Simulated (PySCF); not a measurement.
Polarisability and C₆ of La (lanthanum, neutral)

[Xe] 5d1 6s2, 2D determinant. Computed with PySCF 2.14 in x2c-TZVPPall with one added diffuse shell each of s, p, d type (12s8p8d3f1g, 106 functions), with the spin-free X2C one-electron Hamiltonian (Gaussian nucleus). Coupled (time-dependent) response in atomic units; α is the mean over directions.

| method | mean α (bohr³) | α xx, yy, zz | C₆ (like pair) | S(−4) |
| --- | --- | --- | --- | --- |
| revPBE | 192.9 | 189.6, 189.6, 199.4 | 3188 | 19790 |

S(−4) is the Cauchy moment in α(ω) = α(0) + S(−4) ω² + …

Reference α: 215 ± 20 bohr³ (recommended; Schwerdtfeger and Nagle, table of static dipole polarizabilities (2023 update)). Published C₆: 3730 (Gould and Bucko (2016)).

Spin-orbit coupling is absent.

α(iu) at revPBE:

| u (hartree) | α(iu) (bohr³) |
| --- | --- |
| 0 | 192.9 |
| 0.0500 | 155.2 |
| 0.100 | 102.8 |
| 0.200 | 50.72 |
| 0.300 | 31.49 |
| 0.500 | 17.16 |
| 0.750 | 10.45 |
| 1.00 | 7.201 |
| 1.50 | 4.104 |
| 2.00 | 2.695 |
| 3.00 | 1.466 |
| 5.00 | 0.6664 |

A single London oscillator, α(iu) = α/(1 + u²/ω²), gives C₆ = (3/4) ω α². Matching the computed C₆ needs ω = 4 × 3188 / (3 × 192.9²) = 0.114 hartree.

The components differ because the open shell of this determinant is not spherical; for a pure term their mean is the scalar polarisability.

⟨L²⟩ = 9.12 against 6 for a pure D term, so this real determinant mixes terms. Spin-orbit coupling, absent here, splits the open shell strongly. ⟨S²⟩ = 1.50 against 0.75 shows spin contamination. The s, p, d and f populations moved away from the nominal configuration during the SCF.
